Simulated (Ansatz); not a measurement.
Isolated molecules relaxed with PBE0-D4/def2-TZVP in Ansatz; ΔE leaves out vibrations. CCSD(T)/CBS is the MP2 limit (def2-TZVPP, def2-QZVPP) plus CCSD(T) − MP2 in def2-TZVPP, frozen cores. This one scheme is used for every species. Functionals use def2-TZVPP. HSE06 is defined as in plane-wave codes. Elements past krypton have def2 core potentials. For In outer-core shells are correlated without core-valence functions, which leaves a few kJ/mol of doubt a bond. Each species was taken in one conformer, which may not be the lowest.

Reaction (cleavage of the Si–In bond): `[SiH3][SiH2][InH2]` + NH₃ → `N[SiH2][SiH3]` + `[InH3]`

```tsv
level	ΔE (kJ/mol)
PBE-D4	17.4
r2SCANh-D4	6.5
r2SCAN0-D4	5.7
HSE06-D4	13.6
ωB97M-V	-1.1
PBE-QIDH	7.2
MP2/def2-QZVPP	7.1
MP2/CBS(def2)	8.7
```

Q: What does CCSD(T)/CBS give? (Estimate.)

A: The calculation gave: +8.8 kJ/mol. The listed levels differ from it by 8.6, -2.3, -3.1, 4.8, -9.9, -1.6, -1.7, -0.1 kJ/mol.

Largest T1 diagnostic among the species: 0.014.

Leaving LDA and LC-ωPBE aside and taking each functional with its dispersion term where it has one, the values, not all of them listed here, spread over 24.4 kJ/mol, from CAM-B3LYP-D4 to PBE-D4. LDA lies −7.7 kJ/mol from PBE without D4. In def2-TZVPP, CCSD(T) changes the Hartree–Fock value by +22.0 kJ/mol (the triples alone add +3.0 kJ/mol) and MP2 by +22.0 kJ/mol. From PBE to PBE0 (25 % exact exchange), in def2-TZVPP and without D4, ΔE moves by −4.6 kJ/mol.
